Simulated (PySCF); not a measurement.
C₃H₇BO₂, SMILES [C@@H]1(C)COB1O. The structure is a stationary point at B3LYP-D3(BJ)/def2-SVP. The structure was generated by enumeration; whether it is a known compound was not checked. The values are those of a single conformer.

Computed equilibrium geometry at B3LYP-D3(BJ)/def2-SVP (PySCF confirms it by a frequency run) as bond lengths and angles (one conformer of several):
Atoms: C1 C2 C3 O4 B5 O6 H7 H8 H9 H10 H11 H12 H13. Bond lengths (Å): C1–C2 1.526, C1–H7 1.102, C1–H8 1.103, C1–H9 1.103, C2–C3 1.550, C2–B5 1.599, C2–H10 1.103, C3–O4 1.457, C3–H11 1.102, C3–H12 1.103, O4–B5 1.372, B5–O6 1.351, O6–H13 0.964. Bond angles (°): C2–C1–H7 111.3, C2–C1–H8 111.4, C2–C1–H9 112.0, H7–C1–H8 107.2, H7–C1–H9 107.2, H8–C1–H9 107.4, C1–C2–C3 117.4, C1–C2–B5 120.8, C1–C2–H10 110.7, C3–C2–B5 79.2, C3–C2–H10 111.7, B5–C2–H10 113.7, C2–C3–O4 94.6, C2–C3–H11 116.1, C2–C3–H12 114.7, O4–C3–H11 110.6, O4–C3–H12 110.5, H11–C3–H12 109.5, C3–O4–B5 90.3, C2–B5–O4 95.9, C2–B5–O6 139.5, O4–B5–O6 124.6, B5–O6–H13 113.1.
Charge 0, spin multiplicity 1.
